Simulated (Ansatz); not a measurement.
A further run on [GeH3]- (GeH₃⁻).

```yaml
crystal:
  periodic: [false, false, false]
  atoms:
    - {symbol: Ge, position_ang: [-0.005633, 0.005426, 0.671560]}
    - {symbol: H, position_ang: [1.340572, -0.031746, -0.212405]}
    - {symbol: H, position_ang: [-0.641376, 1.172660, -0.238720]}
    - {symbol: H, position_ang: [-0.693563, -1.146350, -0.220425]}
basis:
  gaussian: {orbitals: def2-TZVPP}
total_charge: -1
hamiltonian: {xc: {name: B97}}
scf: {lower_state_search: full}
output: {forces: true}
```

```sh
$ ansatz run in.yaml --threads 4 --pin off --events-out ev --progress --plain --max-ram 3916MiB
```

Output, abridged:

```
Functional definition: B97
566 factors; their error is unknown
mean field evaluation 1: about -56563.5163 eV, gradient 2.4e1 eV
mean field evaluation 2: about -56563.3485 eV, gradient 2.9e1 eV
mean field evaluation 4: about -56564.0064 eV, gradient 1.8e-1 eV
mean field evaluation 8: about -56564.2161 eV, gradient 1.3e-2 eV
mean field -56564.21605542 eV, -2078.6965994339 hartree, gradient 3.7e-5 eV, S^2 0.000000; 0 other end points of the search recorded, 0 dependent functions left out
reference -56564.21607341 eV, -2078.6966000950 hartree; 18, 18 occupied and 72, 72 virtual orbitals, 566 factors
Total energy: -56564.21607341 eV, -2078.6966000950 hartree
Atom 0 at    -0.005633     0.005426     0.671560 Å, force    -0.002392     0.001187     0.210820 eV/Å
Atom 1 at     1.340572    -0.031746    -0.212405 Å, force     0.140551    -0.003850    -0.069349 eV/Å
Atom 2 at    -0.641376     1.172660    -0.238720 Å, force    -0.066656     0.121510    -0.071891 eV/Å
Atom 3 at    -0.693563    -1.146350    -0.220425 Å, force    -0.071503    -0.118848    -0.069580 eV/Å
Dipole moment:    -0.001618     0.001629     0.197465 e Å
```

Hardware: 4 threads of Arm Neoverse V1 on a shared host. Wall time 1.1 s.

The highest occupied level of an anion often lies above zero with these methods, and sets without diffuse functions describe the outer electron poorly.

The dipole of an ion depends on the origin.
